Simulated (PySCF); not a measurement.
**[NSe3]-: from structure and modes to constants**

Computed with B3LYP in PySCF with N def2-SVPD, Se def2-SVPD; no relativity; density-fitted integrals.

The singlet minimum has D3h symmetry. Masses (u): N 14.00307, Se 79.91652.

```xyz
4
charge -1 multiplicity 1, angstrom
N     0.0000    0.0000    0.0000
Se    1.8470    0.0000    0.0000
Se   -0.9235    1.5995    0.0000
Se   -0.9235   -1.5995    0.0000
```

Harmonic wavenumbers (cm⁻¹): 171.1 (e', ×2), 290.6 (a1', ×1), 391.4 (a2'', ×1), 699.0 (e', ×2).

Question: Find the principal moments of inertia and the rotational constants. What kind of rotor is it?

Answer: About the centre of mass I = 408.94, 408.94, 817.87 u Å². With B = 16.8576/I this gives 0.04122, 0.04122, 0.02061 cm⁻¹. The molecule is an oblate symmetric top.

Question: Give the standard entropy (298.15 K, 1 bar) by its translational, rotational, vibrational and spin parts, and Cp.

Answer: Sackur–Tetrode with M = 253.75 u gives 177.9; rotation with symmetry number 6 gives 111.5; vibration 33.2; spin R ln 1 = 0.0. The total is 322.6 J/(mol K), and Cp = 4 R + 36.0 = 69.2 J/(mol K).

This need not be the most stable arrangement of these atoms. The lowest empty level of this anion is unbound, so it and the gap depend on the basis.
